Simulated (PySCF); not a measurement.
# Electronic structure of Zn²⁺ (zinc, charge +2) at the PBE0 level

Configuration: [Ar] 3d10, closed-shell 1S. Calculation: PySCF 2.14, in aug-cc-pVDZ-PP with ECP10MDF; scalar relativity through the core potential.

- Total energy: -226.0357 hartree
- One-electron energy: -392.8643 hartree
- Hartree (Coulomb) energy: 187.2922 hartree
- Exchange-correlation energy: -20.4636 hartree
- ⟨S²⟩: 0.0000
- ⟨L²⟩: 0.000
- Sum of ⟨r⟩: 14.43 bohr
- Sum of ⟨r²⟩: 14.66 bohr²
- Time after the integrals: 0.29 s of wall time on 1 thread of AMD EPYC 7B13 (shared host)

```tsv
shell	electrons	mean orbital energy (eV)	rms radius, mean of both spins (bohr)
3s	2	-158.12	0.736
3p	6	-110.27	0.779
3d	10	-33.782	0.997
```

Energies and moments cover only the electrons outside the core potential.
